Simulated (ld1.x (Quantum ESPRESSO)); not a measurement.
# Transferability test, TM potential for germanium

Ge, norm-conserving Troullier–Martins (Kleinman–Bylander form), made with ld1.x (Quantum ESPRESSO) 7.5 (PBE, scalar-relativistic). Core [Ar], reference 3d10 4s2 4p1.5 (charge +0.5). Waves: 4s (bound): rc 1.85 bohr; 4p (bound): rc 1.90 bohr; 3d (bound): rc 0.85 bohr. Local part: the d channel. Core correction: a·sin(br)/r model core, default radius (core density twice the valence density).

Energies are relative to the spin-unpolarised reference configuration 3d10 4s2 4p1.5; without spin polarisation the order of configurations can differ from experiment. Not all tests gave a result: 1 of 7 tests not solved or not reliable. Left out of the table: 3d9 4s2 4p3 (solver errors, printed error -1987 eV).

```csv
valence configuration,charge,ΔE all-electron (eV),error AE − PS (meV)
3d10 4s2 4p2,0,-2.802,+0.7
3d10 4s2 4p1,+1,4.642,-0.2
3d10 4s2 4p0,+2,20.081,-0.3
3d10 4s1 4p0,+3,54.872,-8.1
```

Question: What are ΔE and the potential's error for 3d10 4s0 4p0?

Answer: ΔE = 101.215 eV all-electron; the error (AE − PS) is -88 meV.

Question: What are ΔE and the potential's error for 3d10 4s1 4p3?

Answer: ΔE = 5.170 eV all-electron; the error (AE − PS) is -3.0 meV.

Note: ghost states, extra bound levels that the all-electron valence spectrum of the same l lacks: s at -659.9 eV, p at -297.3 eV. A true bound ghost makes a file unfit for plane-wave use.
